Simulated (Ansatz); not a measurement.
**Relative stability**

The two ends of one reaction step of AlH$_{5}$SeO, closed shell (PBE0-D4/def2-TZVP).

A:

Al1  (-0.351, 0.866, -0.516)
O2  (1.233, 0.447, -1.031)
H3  (-1.592, 0.371, -1.388)
H4  (-0.443, 2.126, 0.446)
H5  (-0.259, -2.101, 0.766)
Se6  (-0.668, -0.911, 1.524)
H7  (1.374, -0.105, -1.798)
H8  (0.705, -0.694, 1.997)
(Å)

B:

```xyz
8
angstrom
Al -0.5753 0.6606 -0.0805
O 1.0629 -0.1941 -0.8714
H -1.5295 0.5892 -1.3515
H -0.0482 2.0212 0.5316
H 1.0955 -1.0274 -0.3675
Se -0.9072 -1.1387 1.4524
H 0.9980 -0.4138 -1.8082
H -0.0961 -0.4971 2.4952
```

Ansatz 0.2.0; basis: def2-TZVPP; cores frozen in the correlated methods. Filled d shells of the heavier atoms are correlated. The def2 sets are not built for correlating such inner shells, so the correlated values are less sure here. B3LYP uses VWN-RPA correlation.

Which structure is lower at CCSD(T), and by how much? (Judge from chemistry; the value comes from the calculation.)

By the calculation: B, by 7.83 kcal/mol (electronic energy, against the other). By their contacts, A is AlH₅SeO ([OH][AlH2][SeH2]) and B is AlH₅SeO ([OH2][AlH2][SeH]).

All methods give the same order:

```
      method  E(B) − E(A) (kcal/mol)
       SPW92                  -10.41
      PBE-D4                   -8.34
     BLYP-D4                   -5.63
   r2SCAN-D4                   -8.36
      B97M-V                   -6.94
     PBE0-D4                   -9.64
    B3LYP-D4                   -6.92
  r2SCAN0-D4                   -9.55
    BHLYP-D4                   -8.23
CAM-B3LYP-D4                   -7.15
     wB97X-V                   -7.95
     wB97M-V                   -8.66
      B2PLYP                   -7.39
    PBE-QIDH                   -9.87
  RPA on PBE                   -5.95
          HF                   -8.68
         MP2                   -8.35
        CCSD                   -7.67
     CCSD(T)                   -7.83
```

No T1 diagnostic of these runs exceeds 0.010.

Labels in which every atom is bracketed show which atoms are joined, not bond orders.

For scale, one of the runs: CCSD(T)/def2-TZVPP, 191 basis functions, launched by `ansatz run in.yaml --threads 4 --pin off --events-out ev --progress --plain --max-ram 9574MiB`. Time: 15 s of wall clock on 4 CPU threads of an Intel Xeon 6975P-C; the host was shared. Peak host memory: 2.2 GiB.
